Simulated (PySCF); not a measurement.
The dipole of butyl acetate (`CCCCOC(C)=O`) from its density and from atomic charges.

Coordinates (PBE0-D3(BJ)/def2-SVP, Å) and charges (e) from the PBE0/pcSseg-1 density (PySCF):

```csv
atom,x,y,z,Mulliken,IAO,Hirshfeld,ESP-fitted
C1,-2.865,-0.264,0.375,-0.2968,-0.4108,-0.1130,-0.2488
C2,-2.136,0.940,-0.208,-0.2802,-0.2443,-0.0599,+0.0242
C3,-0.625,0.928,0.002,-0.2699,-0.2616,-0.0755,-0.1316
C4,0.072,-0.220,-0.703,+0.0639,-0.0589,+0.0044,+0.2608
O5,1.491,-0.096,-0.624,-0.4675,-0.3447,-0.1004,-0.4786
C6,2.084,-0.606,0.463,+0.3745,+0.5262,+0.2169,+0.8253
C7,3.576,-0.444,0.403,-0.2546,-0.4688,-0.1208,-0.6667
O8,1.489,-1.148,1.358,-0.4179,-0.4754,-0.2649,-0.5576
H9,-3.955,-0.156,0.272,+0.1199,+0.1397,+0.0412,+0.0705
H10,-2.640,-0.383,1.446,+0.1205,+0.1381,+0.0417,+0.0777
H11,-2.583,-1.203,-0.126,+0.1148,+0.1312,+0.0384,+0.0534
H12,-2.541,1.861,0.242,+0.1246,+0.1360,+0.0404,+0.0239
H13,-2.354,1.018,-1.289,+0.1135,+0.1242,+0.0346,+0.0127
H14,-0.190,1.871,-0.368,+0.1255,+0.1356,+0.0361,+0.0409
H15,-0.396,0.868,1.079,+0.1366,+0.1400,+0.0345,+0.0690
H16,-0.158,-0.214,-1.779,+0.1222,+0.1444,+0.0442,+0.0338
H17,-0.225,-1.188,-0.276,+0.1335,+0.1444,+0.0352,+0.0274
H18,3.877,0.281,-0.362,+0.1399,+0.1627,+0.0491,+0.1858
H19,4.024,-1.422,0.167,+0.1514,+0.1722,+0.0608,+0.1922
H20,3.945,-0.144,1.392,+0.1460,+0.1698,+0.0576,+0.1858
```

**Question.** What dipole does each set of charges give (1 e·Å = 4.803 D), and what does the density give?

**Answer.** The full density gives (0.13, 0.93, -1.43) D, 1.71 D in size; dipole vectors point from the negative to the positive end.

```json
{"scheme": "Mulliken", "μx": "0.48", "μy": "0.37", "μz": "-0.97", "size (D)": "1.15", "share of the full size (%)": "67", "angle to the full dipole (°)": "24"}
{"scheme": "IAO", "μx": "0.09", "μy": "1.02", "μz": "-1.60", "size (D)": "1.90", "share of the full size (%)": "111", "angle to the full dipole (°)": "1"}
{"scheme": "Hirshfeld", "μx": "0.22", "μy": "0.70", "μz": "-1.15", "size (D)": "1.36", "share of the full size (%)": "79", "angle to the full dipole (°)": "5"}
{"scheme": "ESP-fitted", "μx": "0.11", "μy": "0.92", "μz": "-1.43", "size (D)": "1.70", "share of the full size (%)": "99", "angle to the full dipole (°)": "1"}
```

**Question.** Which set comes closest?

**Answer.** Length of the difference vector: ESP-fitted 0.02 D, IAO 0.19 D, Hirshfeld 0.38 D, Mulliken 0.81 D. Closest: ESP-fitted. 

**Question.** What is left for the Hirshfeld atoms' own dipoles?

**Answer.** The Hirshfeld atoms' densities add up to the full density, so μ = Σ q r + Σ (atomic dipoles). The atomic dipoles sum to (0.13, 0.93, -1.43) − (0.22, 0.70, -1.15) = (-0.09, 0.23, -0.28) D, 0.38 D in size.

**Question.** With the origin at the mean of the coordinates, (-0.006, 0.014, 0.073) Å, which are the largest single terms, by size, of the ESP-fitted dipole along the direction of the full one?

**Answer.** O8 +4.27, C6 -2.02, O5 -1.46, C7 +0.84, H20 -0.80 D; all 20 atoms together +1.70 D. The single terms depend on the origin, their sum doesn't.

**Question.** Give the size of the full dipole in other units.

**Answer.** 1.71 D = 0.675 au = 0.357 e·Å = 5.72 × 10⁻³⁰ C·m.

Isolated species at its PBE0-D3(BJ)/def2-SVP geometry (one conformer only).

Conformer computed: `[CH3:1][CH2:2][CH2:3][CH2:4][O:5][C:6]([CH3:7])=[O:8]`: C1–C2–C3–C4 64°, C2–C3–C4–O5 173°, C3–C4–O5–C6 86°, C4–O5–C6–C7 178°.
